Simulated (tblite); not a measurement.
Compound: C2H4OS3Si.
Z-matrix (Å and degrees, GFN2-xTB geometry), rows numbered from 1:
```
O 
Si  1  1.6117
S   2  2.1514  1  106.42
S   2  2.1455  1  108.19  3  -125.61
C   4  1.7446  2   95.64  1  -112.92
C   5  1.3291  4  124.35  2    -3.38
S   6  1.7435  5  124.22  4    -0.07
H   1  0.9552  2  124.77  3   -20.13
H   3  1.3229  2   98.25  1   177.65
H   5  1.0762  4  113.63  2   176.76
H   6  1.0762  5  122.12  4  -179.73
```

Computed values, GFN2-xTB/tblite, gas phase, harmonic and unscaled. Errors from tens to a few hundred cm⁻¹ against measured bands are possible. Modes of hydrogen on sulfur can be 10 to 20 % off. One conformer, not necessarily the lowest.

Harmonic wavenumbers (cm⁻¹): 67.4, 71.4, 142.6, 156.8, 167.8, 197.4, 210.5, 281.5, 366.8, 411.2, 497.4, 560.6, 601.8, 698.8, 707.9, 721.6, 748.8, 804.3, 815.7, 934.3, 1127.6, 1218.5, 1597.2, 2481.0, 3106.1, 3116.8, 3617.1.

A = 1800, B = 1061, C = 886.0 MHz; mass 167.919 u (most abundant isotopes); point group C1, symmetry number 1.

Q: What is the zero-point energy?

A: ½Σν̃ = 12714 cm⁻¹ = 152.10 kJ/mol.

Q: Give the ideal-gas entropy at 500 K and 1 bar in the rigid-rotor, harmonic-oscillator model (classical rotation).

A: Translation 183.50, rotation 130.43, vibration 181.91: S = 495.8 J/(mol K).

Q: And Cp and H(500 K) − H(0)?

A: Cp = 181.98 J/(mol K), of which vibrations give 148.73 (their classical limit is 27 R = 224.5); H(500 K) − H(0) = 61.54 kJ/mol without the zero-point energy, 44.91 from vibrations.

Q: How do the functions run with temperature in this model?

A: 
```csv
T (K),S (J/(mol K)),Cp (J/(mol K)),H − H(0) (kJ/mol),G − H(0) (kJ/mol),ln q(vib)
50,247.0,53.0,2.00,-10.34,0.33
100,292.2,78.9,5.34,-23.88,1.40
298.15,410.9,145.3,28.07,-94.44,6.41
373.15,445.4,162.1,39.63,-126.58,8.21
750,574.4,204.9,110.20,-320.63,16.04
1000,635.4,218.7,163.26,-472.14,20.26
```

q(vib) and H(0) count from the zero-point level.

Q: Blend soft modes into free rotors: weight 1/[1 + (100 cm⁻¹/ν̃)⁴] for the oscillator and the rest for a rotor with moment μB/(μ + B), μ = h/(8π²ν), B = 10⁻⁴⁴ kg m². What vibrational entropy results?

A: 170.51 J/(mol K) in place of 181.91, which changes −T·S at 500 K by +5.70 kJ/mol.

Q: What must be added to the electronic energy to get the Gibbs energy at 500 K and 1 bar?

A: ZPE + [H(500 K) − H(0)] − T·S = 152.10 + 61.54 − 247.92 = -34.28 kJ/mol.

Q: Which modes carry the vibrational entropy at 500 K?

A: 67.4 cm⁻¹: 21.96; 71.4 cm⁻¹: 21.49; 142.6 cm⁻¹: 15.78; 156.8 cm⁻¹: 15.00; 167.8 cm⁻¹: 14.45; 197.4 cm⁻¹: 13.13 J/(mol K); the other 21 give 80.10 together.

Hindered rotation and anharmonicity are outside this model. Other conformers, if any are populated, would add a mixing term that is left out.
